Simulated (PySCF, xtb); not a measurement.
C₄H₁₀OSi, SMILES CCC(=C)[SiH2]O.

xtb 6.7.1 with GFN2-xTB at its own geometry gives an orbital gap of 4.60 eV and a dipole moment of 1.42 D.

The structure is a stationary point at B3LYP-D3(BJ)/def2-SVP. The structure was generated by enumeration, and PubChem lists no compound with its InChIKey, so it may never have been made. One conformer was computed; it need not be the lowest.

Question: What does ωB97X/def2-TZVP in PySCF give? (An estimate is asked for; the answer gives what the named calculation found.)

Answer: gap 11.85 eV (levels -9.88 and 1.97 eV), dipole 1.76 D.
